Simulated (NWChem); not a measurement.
System: GeH cation, singlet

Parts of the log:

```
             Northwest Computational Chemistry Package (NWChem) 7.3.0
             --------------------------------------------------------

                             Geometry "geometry" -> ""
                             -------------------------

 Output coordinates in angstroms (scale by  1.889725989 to convert to a.u.)

  No.       Tag          Charge          X              Y              Z
 ---- ---------------- ---------- -------------- -------------- --------------
    1 Ge                  32.0000     0.00000000     0.00000000    -0.03706000
    2 H                    1.0000     0.00000000     0.00000000     1.56879500

 Effective nuclear repulsion energy (a.u.)      10.5449570279

                              NWChem Property Module
                              ----------------------

  itol2e modified to match energy
  convergence criterion.

                                 NWChem DFT Module
                                 -----------------

 Summary of "ao basis" -> "ao basis" (spherical)
 ------------------------------------------------------------------------------
       Tag                 Description            Shells   Functions and Types
 ---------------- ------------------------------  ------  ---------------------
 Ge                         pcsseg-2                21       63   6s10p4d1f
 H                          pcsseg-2                 6       14   3s2p1d

  itol2e modified to match energy
  convergence criterion.

            General Information
            -------------------
          SCF calculation type: DFT
          Wavefunction type:  closed shell.
          No. of atoms     :     2
          No. of electrons :    32
           Alpha electrons :    16
            Beta electrons :    16
          Charge           :     1
          Spin multiplicity:     1
          Use of symmetry is: off; symmetry adaption is: off
          Maximum number of iterations: 150
          AO basis - number of functions:    77
                     number of shells:    27
          Convergence on energy requested:  1.00D-07
          Convergence on density requested:  1.00D-05
          Convergence on gradient requested:  5.00D-04

              XC Information
              --------------
                         PBE0 Method XC Functional
                     Hartree-Fock (Exact) Exchange  0.250
          PerdewBurkeErnzerhof Exchange Functional  0.750
            Perdew 1991 LDA Correlation Functional  1.000 local
           PerdewBurkeErnz. Correlation Functional  1.000 non-local

             Grid Information
             ----------------
          Grid used for XC integration:  fine
          Radial quadrature: Mura-Knowles
          Angular quadrature: Lebedev.
          Tag              B.-S. Rad. Rad. Pts. Rad. Cut. Ang. Pts.
          ---              ---------- --------- --------- ---------
          Ge                  1.25      140           9.0       974
          H                   0.35       60           9.0       590
          Grid pruning is: on
          Number of quadrature shells:   200
          Spatial weights used:  Erf1

      Superposition of Atomic Density Guess
      -------------------------------------

 Sum of atomic energies:       -2075.82778865

 Renormalizing density from      33.00 to     32

      Non-variational initial energy
      ------------------------------

[...]

          -----------------------------------------
          Chemical Shielding Tensors (GIAO, in ppm)
          -----------------------------------------

                                NWChem CPHF Module
                                ------------------

  scftype          =     RHF
  nclosed          =       16
  nopen            =        0
  variables        =      976
  # of vectors     =        3
  tolerance        = 0.10D-03
  level shift      = 0.00D+00
  max iterations   =       50
  max subspace     =       30

 SCF residual:    3.3972395805635039E-005

Iterative solution of linear equations
  No. of variables      976
  No. of equations        3
  Maximum subspace       30
        Iterations       50
       Convergence  1.0D-04

   iter   nsub   residual    time
   ----  ------  --------  ---------
     1      3    1.04D+00      51.6
     2      6    4.51D-02      60.0
     3      9    1.66D-03      68.3
     4     12    4.61D-05      76.6

      Atom:    1  Ge
        Diamagnetic
   2752.3004      0.0000     -0.0000
      0.0000   2752.3004      0.0000
     -0.0000      0.0000   2748.4439

        Paramagnetic
  -4917.3389     -0.0000     -0.0000
     -0.0000  -4917.3389     -0.0002
     -0.0000     -0.0002     -0.0000

        Total Shielding Tensor
  -2165.0385     -0.0000     -0.0000
     -0.0000  -2165.0385     -0.0002
     -0.0000     -0.0002   2748.4439

           isotropic =    -527.2111
          anisotropy =    4913.4824

          Principal Components and Axis System
                 1           2           3
             2748.4439  -2165.0385  -2165.0385

      1        -0.0000      0.7353     -0.6778
      2        -0.0000      0.6778      0.7353
      3         1.0000      0.0000      0.0000

      Atom:    2  H
        Diamagnetic
     17.8048      0.0000     -0.0000
      0.0000     17.8048      0.0000
     -0.0000      0.0000     36.6270

        Paramagnetic
     -2.7644     -0.0000     -0.0000
     -0.0000     -2.7644     -0.0000
     -0.0000     -0.0000     -0.0000

        Total Shielding Tensor
     15.0404     -0.0000     -0.0000
     -0.0000     15.0404     -0.0000
     -0.0000     -0.0000     36.6270

           isotropic =      22.2359
          anisotropy =      21.5866

          Principal Components and Axis System
                 1           2           3
               36.6270     15.0404     15.0404

      1        -0.0000      0.7248      0.6890
      2        -0.0000     -0.6890      0.7248
      3         1.0000     -0.0000      0.0000
```

Level: PBE0/pcSseg-2, GIAO. Low-valent species are run as closed-shell singlets; no triplet was tried in these runs. All runs use the structure optimised with B3LYP/6-31G* (spherical d). NWChem prints the field gradient with the sign opposite to the second derivative of the potential. The printed shielding anisotropy is the first printed principal value minus the mean of the other two.

**Question.** Which NWChem input produces such a log?

**Answer.** This is not unique; one that fits is the input that was run:
```
start job
memory heap 200 mb stack 700 mb global 900 mb
charge 1
geometry units angstroms noautosym nocenter noautoz
  Ge     0.000000     0.000000    -0.037060
  H      0.000000     0.000000     1.568795
end
basis spherical
  * library pcsseg-2
end
dft
  xc pbe0
  iterations 150
end
property
  shielding
  efieldgrad
end
task dft property
```
